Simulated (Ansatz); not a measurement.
Ansatz (an electronic-structure program) input (B3LYP-D3(BJ)/def2-TZVP):

Ansatz 0.2 input:
```yaml
crystal:
  periodic: [false, false, false]
  atoms:
    - {symbol: C, position_ang: [-0.14691225, 1.56741891, 0.18575105]}
    - {symbol: C, position_ang: [-0.45847107, 0.07547141, 0.24834238]}
    - {symbol: C, position_ang: [-1.77110868, -0.26198331, -0.43541783]}
    - {symbol: O, position_ang: [0.54512750, -0.70627215, -0.39681411]}
    - {symbol: C, position_ang: [1.76934774, -0.78791294, 0.29703787]}
    - {symbol: H, position_ang: [0.78603706, 1.80988591, 0.69548422]}
    - {symbol: H, position_ang: [-0.94322050, 2.14075226, 0.66406923]}
    - {symbol: H, position_ang: [-0.06559667, 1.88904939, -0.85454629]}
    - {symbol: H, position_ang: [-0.51084391, -0.23386344, 1.30337260]}
    - {symbol: H, position_ang: [-1.72800112, 0.01854653, -1.48959199]}
    - {symbol: H, position_ang: [-1.96904045, -1.33210914, -0.37333467]}
    - {symbol: H, position_ang: [-2.59774779, 0.27537419, 0.03202247]}
    - {symbol: H, position_ang: [2.30212851, 0.16941842, 0.32279990]}
    - {symbol: H, position_ang: [2.38745702, -1.51387904, -0.22963869]}
    - {symbol: H, position_ang: [1.62067361, -1.13096219, 1.32959525]}
basis:
  gaussian:
    orbitals: def2-TZVP
hamiltonian:
  xc: b3lyp
  dispersion: d3bj
phonons: {temperatures: {t_min: 298.15, t_max: 298.15, t_step: 100}}
```

Output:

```
Functional definition: B3LYP
integrals: 0.13 GiB planned
1311 factors; their error is unknown
0.31 GiB of the device are held for the grids
1.18 GiB of device memory are held for the factors and their scratch space
mean field: 1.08 GiB planned
mean field evaluation 1: about -6348.3436 eV, gradient 7.5e1 eV
mean field evaluation 2: about -6340.2291 eV, gradient 9.3e1 eV
mean field evaluation 4: about -6360.8378 eV, gradient 6.2e0 eV
mean field evaluation 8: about -6360.8722 eV, gradient 6.2e-1 eV
mean field evaluation 16: about -6360.8728 eV, gradient 5.5e-5 eV
mean field -6360.87277991 eV, -233.7577631073 hartree, gradient 1.5e-5 eV, S^2 0.000000; 0 other end points of the search recorded, 0 dependent functions left out
the calculation of the forces begins
reference -6360.87308017 eV, -233.7577741415 hartree; 21, 21 occupied and 194, 194 virtual orbitals, 1311 factors
these checks for a lower state are left out or cut short: stability, starts, cluster_reference, orbital_swaps, neighbouring_geometries, increment
integrals: 0.13 GiB planned
1311 factors; their error is unknown
0.31 GiB of the device are held for the grids
1.18 GiB of device memory are held for the factors and their scratch space
mean field: 1.08 GiB planned
mean field -6360.87259932 eV, -233.7577564706 hartree, gradient 1.9e-6 eV, S^2 0.000000; 0 other end points of the search recorded, 0 dependent functions left out
the calculation of the forces begins
reference -6360.87289956 eV, -233.7577675045 hartree; 21, 21 occupied and 194, 194 virtual orbitals, 1311 factors
these checks for a lower state are left out or cut short: stability, starts, cluster_reference, orbital_swaps, neighbouring_geometries, increment
integrals: 0.13 GiB planned
1311 factors; their error is unknown
0.31 GiB of the device are held for the grids
1.18 GiB of device memory are held for the factors and their scratch space
mean field: 1.08 GiB planned
mean field evaluation 32: about -6360.8726 eV, gradient 1.9e-6 eV
mean field -6360.87261317 eV, -233.7577569798 hartree, gradient 1.9e-6 eV, S^2 0.000000; 0 other end points of the search recorded, 0 dependent functions left out
the calculation of the forces begins
reference -6360.87291343 eV, -233.7577680142 hartree; 21, 21 occupied and 194, 194 virtual orbitals, 1311 factors
these checks for a lower state are left out or cut short: stability, starts, cluster_reference, orbital_swaps, neighbouring_geometries, increment
integrals: 0.13 GiB planned
1311 factors; their error is unknown
0.31 GiB of the device are held for the grids
1.18 GiB of device memory are held for the factors and their scratch space
mean field: 1.08 GiB planned
mean field -6360.87269892 eV, -233.7577601310 hartree, gradient 1.9e-6 eV, S^2 0.000000; 0 other end points of the search recorded, 0 dependent functions left out
the calculation of the forces begins
reference -6360.87299916 eV, -233.7577711645 hartree; 21, 21 occupied and 194, 194 virtual orbitals, 1311 factors
these checks for a lower state are left out or cut short: stability, starts, cluster_reference, orbital_swaps, neighbouring_geometries, increment
integrals: 0.13 GiB planned
1311 factors; their error is unknown
0.31 GiB of the device are held for the grids
1.18 GiB of device memory are held for the factors and their scratch space
mean field: 1.08 GiB planned
mean field -6360.87257967 eV, -233.7577557487 hartree, gradient 1.9e-6 eV, S^2 0.000000; 0 other end points of the search recorded, 0 dependent functions left out
[...]
mean field -6360.87271174 eV, -233.7577606020 hartree, gradient 1.9e-6 eV, S^2 0.000000; 0 other end points of the search recorded, 0 dependent functions left out
the calculation of the forces begins
reference -6360.87301194 eV, -233.7577716342 hartree; 21, 21 occupied and 194, 194 virtual orbitals, 1311 factors
these checks for a lower state are left out or cut short: stability, starts, cluster_reference, orbital_swaps, neighbouring_geometries, increment
integrals: 0.13 GiB planned
1311 factors; their error is unknown
0.31 GiB of the device are held for the grids
1.18 GiB of device memory are held for the factors and their scratch space
mean field: 1.08 GiB planned
mean field -6360.87271036 eV, -233.7577605513 hartree, gradient 1.9e-6 eV, S^2 0.000000; 0 other end points of the search recorded, 0 dependent functions left out
the calculation of the forces begins
reference -6360.87301055 eV, -233.7577715832 hartree; 21, 21 occupied and 194, 194 virtual orbitals, 1311 factors
these checks for a lower state are left out or cut short: stability, starts, cluster_reference, orbital_swaps, neighbouring_geometries, increment
integrals: 0.13 GiB planned
1311 factors; their error is unknown
0.31 GiB of the device are held for the grids
1.18 GiB of device memory are held for the factors and their scratch space
mean field: 1.08 GiB planned
mean field -6360.87274133 eV, -233.7577616895 hartree, gradient 1.9e-6 eV, S^2 0.000000; 0 other end points of the search recorded, 0 dependent functions left out
the calculation of the forces begins
reference -6360.87304165 eV, -233.7577727260 hartree; 21, 21 occupied and 194, 194 virtual orbitals, 1311 factors
these checks for a lower state are left out or cut short: stability, starts, cluster_reference, orbital_swaps, neighbouring_geometries, increment
integrals: 0.13 GiB planned
1311 factors; their error is unknown
0.31 GiB of the device are held for the grids
1.18 GiB of device memory are held for the factors and their scratch space
mean field: 1.08 GiB planned
mean field -6360.87273880 eV, -233.7577615964 hartree, gradient 1.9e-6 eV, S^2 0.000000; 0 other end points of the search recorded, 0 dependent functions left out
the calculation of the forces begins
reference -6360.87303901 eV, -233.7577726289 hartree; 21, 21 occupied and 194, 194 virtual orbitals, 1311 factors
these checks for a lower state are left out or cut short: stability, starts, cluster_reference, orbital_swaps, neighbouring_geometries, increment
integrals: 0.13 GiB planned
1311 factors; their error is unknown
0.31 GiB of the device are held for the grids
1.18 GiB of device memory are held for the factors and their scratch space
mean field: 1.08 GiB planned
mean field -6360.87274701 eV, -233.7577618982 hartree, gradient 1.9e-6 eV, S^2 0.000000; 0 other end points of the search recorded, 0 dependent functions left out
the calculation of the forces begins
reference -6360.87304731 eV, -233.7577729342 hartree; 21, 21 occupied and 194, 194 virtual orbitals, 1311 factors
these checks for a lower state are left out or cut short: stability, starts, cluster_reference, orbital_swaps, neighbouring_geometries, increment
integrals: 0.13 GiB planned
1311 factors; their error is unknown
0.31 GiB of the device are held for the grids
1.18 GiB of device memory are held for the factors and their scratch space
mean field: 1.08 GiB planned
mean field evaluation 608: about -6360.9024 eV, gradient 3.8e-4 eV
mean field -6360.87278477 eV, -233.7577632857 hartree, gradient 1.9e-6 eV, S^2 0.000000; 0 other end points of the search recorded, 0 dependent functions left out
the calculation of the forces begins
reference -6360.87308504 eV, -233.7577743206 hartree; 21, 21 occupied and 194, 194 virtual orbitals, 1311 factors
these checks for a lower state are left out or cut short: stability, starts, cluster_reference, orbital_swaps, neighbouring_geometries, increment
integrals: 0.13 GiB planned
1311 factors; their error is unknown
0.31 GiB of the device are held for the grids
1.18 GiB of device memory are held for the factors and their scratch space
mean field: 1.08 GiB planned
mean field -6360.87273557 eV, -233.7577614777 hartree, gradient 1.9e-6 eV, S^2 0.000000; 0 other end points of the search recorded, 0 dependent functions left out
the calculation of the forces begins
reference -6360.87303581 eV, -233.7577725113 hartree; 21, 21 occupied and 194, 194 virtual orbitals, 1311 factors
these checks for a lower state are left out or cut short: stability, starts, cluster_reference, orbital_swaps, neighbouring_geometries, increment
integrals: 0.13 GiB planned
1311 factors; their error is unknown
0.31 GiB of the device are held for the grids
1.18 GiB of device memory are held for the factors and their scratch space
mean field: 1.08 GiB planned
mean field -6360.87273618 eV, -233.7577615003 hartree, gradient 1.9e-6 eV, S^2 0.000000; 0 other end points of the search recorded, 0 dependent functions left out
the calculation of the forces begins
reference -6360.87303641 eV, -233.7577725335 hartree; 21, 21 occupied and 194, 194 virtual orbitals, 1311 factors
these checks for a lower state are left out or cut short: stability, starts, cluster_reference, orbital_swaps, neighbouring_geometries, increment
integrals: 0.13 GiB planned
1311 factors; their error is unknown
0.31 GiB of the device are held for the grids
1.18 GiB of device memory are held for the factors and their scratch space
mean field: 1.08 GiB planned
mean field -6360.87277877 eV, -233.7577630654 hartree, gradient 1.9e-6 eV, S^2 0.000000; 0 other end points of the search recorded, 0 dependent functions left out
the calculation of the forces begins
reference -6360.87307905 eV, -233.7577741006 hartree; 21, 21 occupied and 194, 194 virtual orbitals, 1311 factors
these checks for a lower state are left out or cut short: stability, starts, cluster_reference, orbital_swaps, neighbouring_geometries, increment
integrals: 0.13 GiB planned
1311 factors; their error is unknown
0.31 GiB of the device are held for the grids
1.18 GiB of device memory are held for the factors and their scratch space
mean field: 1.08 GiB planned
mean field evaluation 640: about -6360.8727 eV, gradient 1.0e-6 eV
mean field -6360.87270727 eV, -233.7577604378 hartree, gradient 1.9e-6 eV, S^2 0.000000; 0 other end points of the search recorded, 0 dependent functions left out
the calculation of the forces begins
reference -6360.87300754 eV, -233.7577714724 hartree; 21, 21 occupied and 194, 194 virtual orbitals, 1311 factors
these checks for a lower state are left out or cut short: stability, starts, cluster_reference, orbital_swaps, neighbouring_geometries, increment
integrals: 0.13 GiB planned
1311 factors; their error is unknown
0.31 GiB of the device are held for the grids
1.18 GiB of device memory are held for the factors and their scratch space
mean field: 1.08 GiB planned
mean field -6360.87267906 eV, -233.7577594010 hartree, gradient 1.9e-6 eV, S^2 0.000000; 0 other end points of the search recorded, 0 dependent functions left out
the calculation of the forces begins
reference -6360.87297930 eV, -233.7577704348 hartree; 21, 21 occupied and 194, 194 virtual orbitals, 1311 factors
Total energy: -6361.32570348 eV, -233.7744077416 hartree
Atom 0 at    -0.146912     1.567419     0.185751 Å, force    -0.000467    -0.000276     0.000576 eV/Å
Atom 1 at    -0.458471     0.075471     0.248342 Å, force    -0.000748     0.001222    -0.000904 eV/Å
Atom 2 at    -1.771109    -0.261983    -0.435418 Å, force    -0.000043     0.000152     0.000840 eV/Å
Atom 3 at     0.545127    -0.706272    -0.396814 Å, force     0.001961    -0.001223    -0.000263 eV/Å
Atom 4 at     1.769348    -0.787913     0.297038 Å, force     0.000048    -0.000245    -0.000198 eV/Å
Atom 5 at     0.786037     1.809886     0.695484 Å, force     0.000071    -0.000027     0.000122 eV/Å
Atom 6 at    -0.943221     2.140752     0.664069 Å, force     0.000001     0.000411    -0.000075 eV/Å
Atom 7 at    -0.065597     1.889049    -0.854546 Å, force    -0.000053    -0.000448     0.000078 eV/Å
Atom 8 at    -0.510844    -0.233863     1.303373 Å, force    -0.000192     0.000387    -0.000292 eV/Å
Atom 9 at    -1.728001     0.018547    -1.489592 Å, force     0.000052     0.000059     0.000158 eV/Å
Atom 10 at    -1.969040    -1.332109    -0.373335 Å, force     0.000004    -0.000078     0.000012 eV/Å
Atom 11 at    -2.597748     0.275374     0.032022 Å, force    -0.000342    -0.000001    -0.000030 eV/Å
Atom 12 at     2.302129     0.169418     0.322800 Å, force    -0.000196     0.000034     0.000176 eV/Å
Atom 13 at     2.387457    -1.513879    -0.229639 Å, force     0.000049     0.000154    -0.000069 eV/Å
Atom 14 at     1.620674    -1.130962     1.329595 Å, force    -0.000146    -0.000122    -0.000131 eV/Å
Dipole moment:     0.024830     0.122779     0.218121 e Å
Vibrations: 81.20 195.82 212.69 250.67 299.23 364.31 452.27 502.29 804.40 915.95 932.29 947.45 1109.52 1139.10 1155.47 1176.59 1198.41 1234.61 1372.17 1377.42 1401.56 1417.44 1473.62 1479.87 1485.73 1489.18 1498.02 1510.43 1513.30 2949.97 2976.59 3022.76 3035.28 3040.48 3097.20 3104.35 3106.28 3108.59 3112.94 cm⁻¹, zero-point energy 3.691346 eV
```
